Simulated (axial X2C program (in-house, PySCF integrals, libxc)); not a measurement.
**TiBr at several levels of theory**

All values were computed with an axial X2C code built on PySCF integrals. Spin-free means the one-electron spin-free X2C Hamiltonian; two-component (2c) means X2C with spin–orbit coupling and atomic mean-field two-electron Coulomb and Gaunt terms, so the difference of the two also holds small scalar two-electron terms. Basis: Br dyall-v3z [8s9p6d1f], Ti dyall-v3z [10s10p6d3f2g] (cores contracted in-house); Gaussian nuclei, density fitting, unrestricted open shells. Masses: Br 78.918 u, Ti 47.948 u.

Input file and command:
```json
{"zs": [35, 22], "q": 0, "bas": ["dyall-v3z", "dyall-v3z"], "levels": ["PBE0", "HF", "B97-3", "r2SCAN"], "cc": false, "r0": 2.5, "npts": 10, "nst": 2, "ntry": 6}
```
```bash
python so2c.py task.json out
```

Keys: zs atomic numbers; q charge; bas basis sets; levels methods; cc coupled cluster on or off; r0 starting distance in Å; npts points on the curve; nst determinants followed; ntry starts of the search. HF also brings MP2.

State, spin-free: M_S = 3/2, Λ = 3 (beyond evenly filled blocks: σα, π+α, δ+α); electrons by block: σα: 14, σβ: 13, π+α: 7, π+β: 6, π-α: 6, π-β: 6, δ+α: 2, δ+β: 1, δ-α: 1, δ-β: 1. Fragments: Br + Ti.

State, 2c: Ω = 3/2 (⟨Sz⟩ = -1.50, ⟨Lz⟩ = 3.00 at PBE0); electrons by block: 1/2: 20, -1/2: 20, 3/2: 8, -3/2: 7, 5/2: 1, -5/2: 1. Fragments: Br + Ti.

```
Hamiltonian   level  Re (Å)  ωe (cm⁻¹)  ωexe (cm⁻¹)  Be (cm⁻¹)  De (eV)  μ (D)
  spin-free    PBE0   2.400      310.4        0.892    0.09808     4.10   4.03
  spin-free      HF   2.523      284.1        0.786    0.08881     3.47   3.97
  spin-free     MP2   2.426      303.9        0.839    0.09604     4.08    n/a
  spin-free   B97-3   2.425      300.2        0.906    0.09613     3.63   3.93
  spin-free  r2SCAN   2.386      314.7        0.924    0.09926      n/a   3.57
         2c    PBE0   2.401      310.5        0.894    0.09806      n/a   4.01
         2c      HF   2.523      284.0        0.787    0.08878      n/a   3.96
         2c     MP2   2.426      304.0        0.839    0.09602      n/a    n/a
         2c  r2SCAN   2.387      314.5         0.93    0.09921      n/a   3.54
```

Correlated methods: 19 electrons correlated (number of frozen shells: Br 3 s, 2 p, 1 d; Ti 2 s, 1 p), 267 virtual spin orbitals or spinors in MP2.

Dipoles are positive if Ti is the positive end.

Occupations by symmetry block were frozen at the best pattern of an incomplete PBE0 search. De is counted from the lowest determinant-based energies of the atoms at the same level, without counterpoise correction. De is not given where an atomic determinant may have missed its ground term or J level, or where the truncated virtual space spoils (T). Density functionals use the spin component along the axis (collinear). PBE0 can misorder states that lie within some tenths of an eV, so this need not be the ground state of the molecule. The nearest other spin-free determinant of the search, M_S = 3/2, Λ = 0, lies 0.05 eV up at the distance of the search. The functionals have no current-density term, which raises determinants with orbital currents, atoms included. With several unpaired electrons one determinant need not be a pure state. At some level and bond length an empty orbital lies below a filled one.

No reliable constants came from B97-3 (2c): no minimum in range, unconverged points, a curve that is not smooth, a change of character along it, or the two Hamiltonians disagreeing along it.

Rough cost a point (2c) on 1 thread(s) of a shared host, integrals apart: PBE0 1.3 s, HF 1.2 s, r2SCAN 1.2 s.

The whole task took 3.7 min on 1 thread of Arm Neoverse N1, with other jobs on the host.
